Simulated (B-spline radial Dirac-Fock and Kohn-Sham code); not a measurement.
**Relativistic shifts of the levels of Eu⁵⁺**

System: Eu⁵⁺, 1s2 2s2 2p6 3s2 3p6 3d10 4s2 4p6 4d10 4f5 5s2 5p5.

Both columns are ΔSCF binding energies of the configuration average from a radial B-spline solver: non-relativistic Hartree-Fock with a point nucleus, and Dirac-Fock with a finite nucleus and the Coulomb interaction alone, averaged over the two j levels with weights 2j+1.

```csv
shell,Hartree-Fock (eV),Dirac-Fock (eV),shift (eV),shift (%)
1s,46011.1,48800.7,+2789.58,+6.06
2s,7446.3,8161.2,+714.89,+9.60
2p,7062.8,7288.5,+225.73,+3.20
3s,1726.1,1892.4,+166.29,+9.63
3p,1555.4,1613.2,+57.82,+3.72
3d,1241.1,1226.5,-14.53,-1.17
4s,413.8,452.5,+38.69,+9.35
4d,223.2,219.2,-3.99,-1.79
4f,82.20,76.96,-5.24,-6.38
5s,106.8,113.7,+6.86,+6.42
5p,85.06,86.61,+1.55,+1.83
```

Relativity binds 1s, 2s, 2p, 3s, 3p, 4s, 5s, 5p more strongly, among those listed most of all 3s in relative terms, and 3d, 4d, 4f more weakly, because the contracted s and p shells screen the nucleus better.

Values without a named source are computed, but for edge energies of neutral atoms, which are taken from tables.
